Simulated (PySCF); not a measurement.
# As²⁺: ionisation energy

As²⁺ [Ar] 3d10 4s2 4p1 (2P) → As³⁺ [Ar] 3d10 4s2 (1S), as a difference of total energies. Computed with PySCF 2.14 in ANO-RCC-VTZP, with the spin-free X2C one-electron Hamiltonian (Gaussian nucleus). Correlated levels: valence: [Ar] 3d10 frozen. The calculations carry no spin-orbit coupling.

| method | ionisation energy (eV) |
| --- | --- |
| UHF | 27.482 |
| MP2 (valence) | 27.728 |
| SCS-MP2 (valence) | 27.716 |
| CCSD (valence) | 27.808 |
| CCSD(T) (valence) | 27.827 |
| CCSDT (valence) | 27.833 |
| FCI (valence) | 27.833 |

How much does correlation contribute at CCSD(T) (valence)?

27.827 − (27.482) = 0.345 eV, measured against UHF.

The reference lies between the lowest fine-structure levels, while these numbers refer to the centres of the terms.

Errors of the correlated levels include the incompleteness of this basis and the frozen core.

For comparison: 28.349 ± 0.012 eV (measured; NIST Atomic Spectra Database, ionization energies).
